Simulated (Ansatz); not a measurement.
Cost and result for the atomization energy of C3H5B (`BC#CC`) (9 atoms, 8 bonds).

| atom | x (Å) | y (Å) | z (Å) |
| --- | --- | --- | --- |
| B1 | -1.8235 | 0.8678 | -1.1167 |
| C2 | -0.6459 | 0.2984 | -0.3960 |
| C3 | 0.3111 | -0.1625 | 0.1911 |
| C4 | 1.4535 | -0.7010 | 0.8917 |
| H5 | -1.6807 | 1.3899 | -2.1824 |
| H6 | -2.9134 | 0.8051 | -0.6299 |
| H7 | 1.9945 | 0.1099 | 1.3882 |
| H8 | 2.1482 | -1.1833 | 0.1994 |
| H9 | 1.1562 | -1.4242 | 1.6547 |

Charge 0, multiplicity 1. All single points use the PBE0-D4/def2-TZVP geometry. Program: Ansatz. All runs use 2 threads of an AMD EPYC 9R45 on a shared host. Times are those of one run each, without the atoms' runs, and a repeat can differ threefold. Electronic energies, without spin–orbit coupling; frozen cores. CCSD(T)/CBS adds CCSD(T) − MP2 in def2-TZVPP to the MP2 limit, and its time is that of the two runs behind it. T1 = 0.013. B3LYP takes the VWN-RPA correlation (the form of Gaussian; ORCA's B3LYP/G). HSE06 is the plane-wave form, built on full-range PBE exchange.

CCSD(T)/CBS is a level of theory with its own doubt, some kJ/mol a heavy atom from the limit and from the frozen cores, so smaller differences don't rank the functionals.

```json
{"level": "LDA (SPW92)/def2-TZVPP", "functions": "194", "wall time": "0.55 s", "atomization (kcal/mol)": "1009.5", "difference from CCSD(T)/CBS": "124.8", "per bond": "15.6"}
{"level": "revPBE-D4/def2-TZVPP", "functions": "194", "wall time": "0.8 s", "atomization (kcal/mol)": "891.3", "difference from CCSD(T)/CBS": "6.6", "per bond": "0.8"}
{"level": "BHLYP-D4/def2-TZVPP", "functions": "194", "wall time": "0.9 s", "atomization (kcal/mol)": "869.9", "difference from CCSD(T)/CBS": "-14.8", "per bond": "-1.8"}
{"level": "HSE06-D4/def2-TZVPP", "functions": "194", "wall time": "0.95 s", "atomization (kcal/mol)": "898.5", "difference from CCSD(T)/CBS": "13.8", "per bond": "1.7"}
{"level": "B3LYP-D4/def2-TZVPP (with forces)", "functions": "194", "wall time": "1.2 s", "atomization (kcal/mol)": "893.8", "difference from CCSD(T)/CBS": "9.1", "per bond": "1.1"}
{"level": "CCSD(T)/def2-SVP", "functions": "81", "wall time": "1.2 s", "atomization (kcal/mol)": "853.9", "difference from CCSD(T)/CBS": "-30.8", "per bond": "-3.8"}
{"level": "r2SCAN-D4/def2-TZVPP (with forces)", "functions": "194", "wall time": "1.6 s", "atomization (kcal/mol)": "894.9", "difference from CCSD(T)/CBS": "10.2", "per bond": "1.3"}
{"level": "PBE-QIDH/def2-TZVPP", "functions": "194", "wall time": "1.8 s", "atomization (kcal/mol)": "889.7", "difference from CCSD(T)/CBS": "5.0", "per bond": "0.6"}
{"level": "B97M-V/def2-TZVPP", "functions": "194", "wall time": "2.8 s", "atomization (kcal/mol)": "894.4", "difference from CCSD(T)/CBS": "9.7", "per bond": "1.2"}
{"level": "ωB97M-V/def2-TZVPP (with forces)", "functions": "194", "wall time": "3 s", "atomization (kcal/mol)": "891.6", "difference from CCSD(T)/CBS": "6.9", "per bond": "0.9"}
{"level": "MP2/def2-QZVPP", "functions": "378", "wall time": "6 s", "atomization (kcal/mol)": "895.2", "difference from CCSD(T)/CBS": "10.5", "per bond": "1.3"}
{"level": "CCSD(T)/def2-TZVPP", "functions": "194", "wall time": "16 s", "atomization (kcal/mol)": "865.8", "difference from CCSD(T)/CBS": "-18.9", "per bond": "-2.4"}
{"level": "CCSD(T)/CBS(def2)", "functions": "–", "wall time": "22 s", "atomization (kcal/mol)": "884.7", "difference from CCSD(T)/CBS": "0.0", "per bond": "0.0"}
```

From r2SCAN to r2SCAN0 (25 % exact exchange), in def2-TZVPP and without D4, the atomization energy moves by −12.4 kcal/mol: exact exchange takes away binding that semilocal exchange gives to molecules. In def2-TZVPP, CCSD(T) changes the Hartree–Fock value by +188.1 kcal/mol (the triples alone add +13.0 kcal/mol) and MP2 by +206.4 kcal/mol; breaking electron pairs costs correlation energy, which Hartree–Fock lacks. Leaving LDA and LC-ωPBE aside and taking each functional with its dispersion term where it has one, the values, not all of them listed here, spread over 42.8 kcal/mol, from BHLYP-D4 to PBE-D4. LDA lies +99.6 kcal/mol from PBE without D4, its usual overbinding.
